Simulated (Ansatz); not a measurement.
Q: Name a neutral molecule of C, F, O, Si and H with HOMO–LUMO gap (PBE0/def2-TZVPP) between 7.05 and 7.35 eV and size of the dipole moment (ωB97M-V/def2-TZVPP) between 1.85 and 2.15 D (Ansatz, PBE0-D4/def2-TZVP geometry).

A: `O[SiH]1CC=C1F` (7.17 eV, 1.92 D). Other molecules can fit too; these were computed, each in one conformer that needn't be the lowest.
